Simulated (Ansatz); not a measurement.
Consider the substitution at a C–C bond: `CCC1CCCC1` + CH₃SH → `CSC1CCCC1` + `CC`.

Isolated molecules relaxed with PBE0-D4/def2-TZVP in Ansatz; ΔE leaves out vibrations. CBS: MP2 limit from def2 TZ/QZ plus the TZ coupled-cluster correction, frozen cores. This one scheme is used for every species. DFT in def2-TZVPP. B3LYP here is the variant with VWN-RPA as its local correlation; programs differ in this. HSE06 is defined as in plane-wave codes. One conformer a species, not always the lowest.

| level | ΔE (kJ/mol) | difference from CCSD(T)/CBS |
| --- | --- | --- |
| LDA (SPW92) | -1.3 | 0.9 |
| PBE-D4 | -6.8 | -4.6 |
| revPBE-D4 | -7.3 | -5.1 |
| r2SCAN-D4 | -4.6 | -2.4 |
| B97M-V | -2.2 | 0.0 |
| PBE0-D4 | -3.9 | -1.7 |
| B3LYP-D4 | -5.1 | -2.9 |
| r2SCANh-D4 | -3.9 | -1.7 |
| r2SCAN0-D4 | -2.8 | -0.6 |
| HSE06-D4 | -4.2 | -2.0 |
| BHLYP-D4 | -2.6 | -0.4 |
| CAM-B3LYP-D4 | -1.3 | 0.9 |
| ωB97X-V | -1.2 | 1.0 |
| ωB97M-V | -1.3 | 0.9 |
| PBE-QIDH | -2.6 | -0.4 |
| PBE | -5.9 | -3.7 |
| revPBE | -7.2 | -5.0 |
| r2SCAN | -4.6 | -2.4 |
| PBE0 | -3.1 | -0.9 |
| B3LYP | -3.2 | -1.0 |
| r2SCANh | -3.8 | -1.6 |
| r2SCAN0 | -2.6 | -0.4 |
| CAM-B3LYP | -0.2 | 2.0 |
| LC-ωPBE | -0.7 | 1.5 |
| RPA@PBE/def2-TZVPP | 2.5 | 4.7 |
| HF/def2-SVP | 9.5 | 11.7 |
| MP2/def2-SVP | 4.0 | 6.2 |
| CCSD/def2-SVP | 9.2 | 11.4 |
| CCSD(T)/def2-SVP | 7.8 | 10.0 |
| HF/def2-TZVPP | 2.7 | 4.9 |
| MP2/def2-TZVPP | -4.4 | -2.2 |
| SCS-MP2/def2-TZVPP | -2.6 | -0.4 |
| CCSD/def2-TZVPP | 2.7 | 4.9 |
| CCSD(T)/def2-TZVPP | 0.4 | 2.6 |
| HF/def2-QZVPP | 2.8 | 5.0 |
| MP2/def2-QZVPP | -5.9 | -3.7 |
| SCS-MP2/def2-QZVPP | -4.0 | -1.8 |
| HF/CBS(def2) | 2.8 | 5.0 |
| MP2/CBS(def2) | -7.0 | -4.8 |
| CCSD/CBS(def2) | 0.1 | 2.3 |
| CCSD(T)/CBS | -2.2 | 0 |

Largest T1 diagnostic among the species: 0.009.

At CCSD(T), def2-SVP lies +10.0 kJ/mol from the extrapolated value and def2-TZVPP +2.6 kJ/mol. Leaving LDA and LC-ωPBE aside and taking each functional with its dispersion term where it has one, the values, not all of them listed here, spread over 6.5 kJ/mol, from BLYP-D4 to ωB97X-V. LDA lies +4.6 kJ/mol from PBE without D4.

CCSD(T)/CBS has its own doubt, a few kJ/mol and more with outer-core shells, so smaller differences from it don't rank the levels.
